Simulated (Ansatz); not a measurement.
`[SiH3][Ga]1[O][SiH2][S]1` + CH₃SH → `CS[SiH3]` + `[O]1[SiH2][S][GaH]1` at 298.15 K and 1 bar (cleavage of the Si–Ga bond).

Computed with Ansatz on PBE0-D4/def2-TZVP structures; ΔE is electronic, products minus reactants. CCSD(T)/CBS is the MP2 limit (def2-TZVPP, def2-QZVPP) plus CCSD(T) − MP2 in def2-TZVPP, frozen cores. This one scheme is used for every species. For Ga outer-core shells are correlated without core-valence functions, which leaves a few kJ/mol of doubt a bond. Scalar relativity is left out up to krypton.

```csv
species,CCSD(T)/CBS energy (Eh),H − E (kJ/mol),S (J/(mol·K))
`[SiH3][Ga]1[O][SiH2][S]1`,-2978.18639,152.5,398.3
CH₃SH,-438.22835,133.0,253.2
`CS[SiH3]`,-728.52947,184.9,312.0
`[O]1[SiH2][S][GaH]1`,-2687.89394,97.9,319.3
```

H − E and S are ideal-gas, rigid-rotor, harmonic terms from PBE0-D4/def2-TZVP. 1 Eh = 2625.50 kJ/mol, R = 8.31446 J/(mol·K).

Problem. By hand: ΔE, ΔH, ΔS and ΔG.

Solution. ΔE = (-728.52947) + (-2687.89394) − (-2978.18639) − (-438.22835) = -0.00867 Eh = -22.8 kJ/mol. Δ(H − E) = 184.9 + 97.9 − 152.5 − 133.0 = -2.7, so ΔH = -25.5 kJ/mol. ΔS = 312.0 + 319.3 − 398.3 − 253.2 = -20.2 J/(mol·K). ΔG = -25.5 − 298.15 × (-20.2)/1000 = -19.5 kJ/mol.

Problem. By hand: the equilibrium constant, and the temperature at which ΔG would vanish if ΔH and ΔS stayed fixed.

Solution. log₁₀ K = −ΔG/(RT ln 10) = 3.4. ΔG = 0 at ΔH/ΔS = 1262 K.

ΔH outweighs TΔS. A doubt of 5 kJ/mol in ΔE shifts log₁₀ K by 0.9 here. Modes under 60 cm⁻¹, often nearly free rotors, make the harmonic entropy too high. These are equilibria of isolated gas molecules and say nothing of rates. Largest T1 diagnostic: 0.015 (customary marks: 0.02 for closed shells, 0.045 for open ones).
